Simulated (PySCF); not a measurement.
Electric field gradients and quadrupole coupling constants

Species: C4H6F3OSi (charge -1).
Z-matrix (Å and degrees, GFN2-xTB geometry), rows numbered from 1:
```
C 
C   1  1.3344
C   2  1.5122  1  121.78
O   2  1.3118  1  125.13  3  -179.66
Si  4  1.7205  2  125.30  1    -8.34
C   5  1.9677  4   93.63  2   175.28
F   6  1.3731  5  108.92  4  -173.66
F   6  1.3742  5  121.16  4   -53.96
F   6  1.3675  5  114.16  4    71.16
H   1  1.0763  2  121.36  3    -0.94
H   1  1.0738  2  120.71  3  -179.04
H   3  1.0903  2  109.79  1  -120.23
H   3  1.0904  2  109.47  1   121.68
H   3  1.0878  2  111.07  1     0.71
H   5  1.4977  4   99.47  2    80.21
```

Field gradients from the PBE0/pcSseg-1 density (PySCF, non-relativistic), principal values in atomic units, ordered |Vxx| ≤ |Vyy| ≤ |Vzz|:

```csv
atom,Vxx,Vyy,Vzz
O4,-0.7029,-0.8241,1.5270
```

Problem. Find the asymmetry η = (Vxx − Vyy)/Vzz and the couplings χ = eQV/h (234.96 MHz × Q in barn × V in au), with Q(17O) = −0.0256 b.

Solution. 
```
atom         environment  nucleus     η  χzz (MHz)  χxx (MHz)  χyy (MHz)
  O4  silyl ether oxygen      17O  0.08      -9.19       4.23       4.96
```

The tensor is traceless: Vxx + Vyy + Vzz = 0.

Problem. What is Vzz at O4 in SI units (1 au = 9.71736 × 10²¹ V/m²)?

Solution. 1.5270 au = 14.839 × 10²¹ V/m².

Problem. And the gradient at the other heavy atoms, for which no coupling is worked out here?

Solution. 
```csv
atom,environment,Vzz (au),η
C1,terminal =CH2 carbon,-0.066,0.38
C2,vinylic carbon bearing oxygen,-0.329,0.35
C3,allylic carbon,0.024,0.19
Si5,"silicon bonded to C, O and H",-1.125,0.54
C6,CF3 carbon,-0.660,0.03
F7,fluorine of a CF3 group,2.734,0.04
F8,fluorine of a CF3 group,2.786,0.07
F9,fluorine of a CF3 group,2.766,0.07
```

Problem. What couplings would deuterons (Q(2H) = 0.00286 b) have in place of the hydrogens, at this geometry?

Solution. 
| atom | bonded to | bond length (Å) | Vzz (au) | η | χzz (kHz) |
| --- | --- | --- | --- | --- | --- |
| H10 | C1 | 1.076 | 0.3517 | 0.11 | 236 |
| H11 | C1 | 1.074 | 0.3481 | 0.13 | 234 |
| H12 | C3 | 1.090 | 0.3132 | 0.01 | 210 |
| H13 | C3 | 1.090 | 0.3130 | 0.01 | 210 |
| H14 | C3 | 1.088 | 0.3181 | 0.02 | 214 |
| H15 | Si5 | 1.498 | 0.1472 | 0.11 | 99 |

One conformer (not necessarily the lowest) at the GFN2-xTB geometry, without solvent, vibrations or thermal averaging. The pcSseg-1 basis has no diffuse functions, a weakness for an anion. GFN2-xTB bond lengths can be off by several hundredths of an ångström, more for odd bonds, and the gradients follow them. The small basis limits the accuracy of the gradients.
